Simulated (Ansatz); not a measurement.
Ideal-gas functions of H4OSeSi, SMILES `O[SiH2][SeH]` at 400 K and 1 bar, from an Ansatz frequency run at PBE0-D4/def2-TZVP.

Molar mass 127.08 g/mol, point group C1 (symmetry number 1), electronic degeneracy 1, moments of inertia 28.476, 213.789, 231.324 u Å². Harmonic wavenumbers (cm⁻¹, unscaled): 130, 160, 258, 400, 496, 688, 757, 822, 887, 919, 948, 2230, 2274, 2449, 3919.

Use S(trans) = R[1.5 ln M + 2.5 ln T − 1.1517]; rotational temperatures θ = 24.2544 K / I; S(rot) = R[ln(√π/σ · √(T³/θAθBθC)) + 1.5]; for each mode x = 1.438777 ν̃/T, S = R[x/(eˣ − 1) − ln(1 − e⁻ˣ)] and H = RT x/(eˣ − 1); 1 cm⁻¹ = 0.0119627 kJ/mol; R = 8.31446 J/(mol·K).

By hand: the entropy, in J/(mol·K).

Translation 175.4. Rotation: θ = 0.8517, 0.1135, 0.1049 K, giving 111.0. Vibration, mode by mode: 14.71, 13.02, 9.23, 5.97, 4.52, 2.62, 2.16, 1.79, 1.49, 1.36, 1.25, 0.02, 0.02, 0.01, 0.00, in all 58.2. Electronic 0.0. Sum 344.6 J/(mol·K).

By hand: H − E and G − E in kJ/mol, counted from the electronic energy.

Zero-point energy ½ × 17337 × 0.0119627 = 103.7; thermal vibration 13.0; translation, rotation and pV give 4 RT = 13.3. H − E = 130.0 kJ/mol, and G − E = 130.0 − 400 × 344.6/1000 = -7.8 kJ/mol.

Vibration gives 17 % of the entropy, 14.7 J/(mol·K) of it from the mode under 150 cm⁻¹: soft modes count most, and the harmonic formula is weakest for them. The sum counts one conformer and one mirror image; others add a mixing term.
